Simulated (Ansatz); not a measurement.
Ansatz (a quantum-chemistry and plane-wave program) input (CCSD(T)/def2-SVPD):

Ansatz 0.2 input:
```yaml
crystal:
  periodic: [false, false, false]
  atoms:
    - {symbol: Sn, position_ang: [-0.00000000, 0.00000000, 0.00000000]}
    - {symbol: F, position_ang: [1.58922849, -0.94987449, -0.00796182]}
    - {symbol: F, position_ang: [0.02791970, 1.85123663, -0.01075104]}
    - {symbol: F, position_ang: [-1.61714819, -0.90136214, 0.01871286]}
basis:
  gaussian:
    orbitals: def2-SVPD
total_charge: 1
magnetization: {spin_polarized: false}
correlation: {method: ccsd_t, electrons: outside_noble_gas}
output: {forces: true}
```

End of the output:

```
mean field: 0.40 GiB planned
mean field evaluation 1: about -13899.5207 eV, gradient 7.4e1 eV
mean field evaluation 2: about -13899.6180 eV, gradient 7.4e1 eV
mean field evaluation 4: about -13908.4918 eV, gradient 2.0e0 eV
mean field evaluation 8: about -13908.5429 eV, gradient 1.3e-1 eV
mean field evaluation 16: about -13903.2979 eV, gradient 5.9e1 eV
mean field -13908.54303237 eV, -511.1295288906 hartree, gradient 1.4e-6 eV, S^2 0.000000; 0 other end points of the search recorded, 0 dependent functions left out
12 core orbitals not correlated, not the lowest: weight in the atoms' cores, before any rotation towards them, 0.655 or more for the frozen orbitals, at most 0.341 for the correlated occupied ones
reference -13908.54303237 eV, -511.1295288906 hartree; 12, 12 occupied and 77, 77 virtual orbitals, 1089 factors
densities: 0.55 GiB planned
second order -18.44947392 eV of doubles, -0.00000000 eV of singles
coupled cluster: 0.39 GiB planned
cycle   1  -17.67994700 eV  change    7.7e-1 eV  update   1.4e-1
cycle   2  -18.20842224 eV  change   -5.3e-1 eV  update   5.1e-2
cycle   3  -18.33734962 eV  change   -1.3e-1 eV  update   2.3e-2
cycle   4  -18.33389311 eV  change    3.5e-3 eV  update   5.6e-3
cycle   5  -18.32479711 eV  change    9.1e-3 eV  update   2.0e-3
cycle   6  -18.32534607 eV  change   -5.5e-4 eV  update   6.8e-4
cycle   7  -18.32568130 eV  change   -3.4e-4 eV  update   2.1e-4
cycle   8  -18.32549162 eV  change    1.9e-4 eV  update   6.6e-5
cycle   9  -18.32545943 eV  change    3.2e-5 eV  update   2.0e-5
cycle  10  -18.32548517 eV  change   -2.6e-5 eV  update   8.5e-6
perturbative correction -0.48294702 eV, -0.0177479756 hartree
the calculation of the forces begins
Total energy: -13927.35146456 eV, -511.8207260248 hartree
Atom 0 at    -0.000000     0.000000     0.000000 Å, force    -0.000000     0.000000    -0.000000 eV/Å
Atom 1 at     1.589228    -0.949874    -0.007962 Å, force     0.858732    -0.513260    -0.004302 eV/Å
Atom 2 at     0.027920     1.851237    -0.010751 Å, force     0.015086     1.000307    -0.005809 eV/Å
Atom 3 at    -1.617148    -0.901362     0.018713 Å, force    -0.873818    -0.487046     0.010111 eV/Å
Dipole moment:    -0.000000     0.000000     0.000000 e Å
```
